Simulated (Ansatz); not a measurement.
This geometry of C₂H₉BOSi (14 atoms, charge 0, multiplicity 1) is a first-order saddle point.

Level of theory: Ansatz, RKS PBE-D4/def2-SVP.

```xyz
14
Properties=species:S:1:pos:R:3
B 0.058 1.867 1.757
O -0.545 0.932 0.991
C -0.209 -0.463 1.043
Si 0.604 -0.994 -0.611
C -0.473 -0.432 -2.066
H 0.914 1.544 2.570
H -0.306 3.016 1.585
H 0.457 -0.679 1.909
H -1.152 -1.034 1.191
H 0.761 -2.493 -0.565
H 1.977 -0.376 -0.678
H -0.748 -1.277 -2.728
H 0.053 0.325 -2.680
H -1.406 0.035 -1.690
```

(1) Which two structures does it join? (They come from a converged band through this point; their orientation in space is the band's.)

(2) How far does it lie above each of them?

Results:

(1) No bond is made or broken. The dihedral C3–Si4–C5–H12 goes from -64 to 175°. The two ends are copies of one structure, up to a mirror image or an exchange of like atoms.

Image 0:

```xyz
14
Properties=species:S:1:pos:R:3
B -0.036 1.811 1.847
O -0.591 0.901 1.017
C -0.212 -0.484 1.010
Si 0.663 -0.910 -0.641
C -0.438 -0.434 -2.095
H 0.810 1.470 2.663
H -0.428 2.957 1.728
H 0.440 -0.720 1.882
H -1.138 -1.091 1.110
H 0.963 -2.387 -0.628
H 1.965 -0.152 -0.685
H -1.369 -1.036 -2.099
H 0.078 -0.588 -3.063
H -0.721 0.636 -2.015
```

Image 6:

```xyz
14
Properties=species:S:1:pos:R:3
B 0.086 1.862 1.798
O -0.524 0.973 0.984
C -0.249 -0.435 1.020
Si 0.600 -0.973 -0.612
C -0.459 -0.464 -2.086
H 0.892 1.483 2.637
H -0.219 3.030 1.642
H 0.379 -0.694 1.903
H -1.219 -0.969 1.131
H 0.791 -2.468 -0.552
H 1.953 -0.314 -0.671
H 0.050 -0.684 -3.046
H -0.665 0.624 -2.040
H -1.430 -0.999 -2.079
```

(2) 0.063 eV above the first and 0.063 eV above the second. This is the barrier of this one path; another mechanism may lie lower.

Run time: 3 min on 2 threads of Arm Neoverse V2 (shared host), peak memory 0.16 GiB.
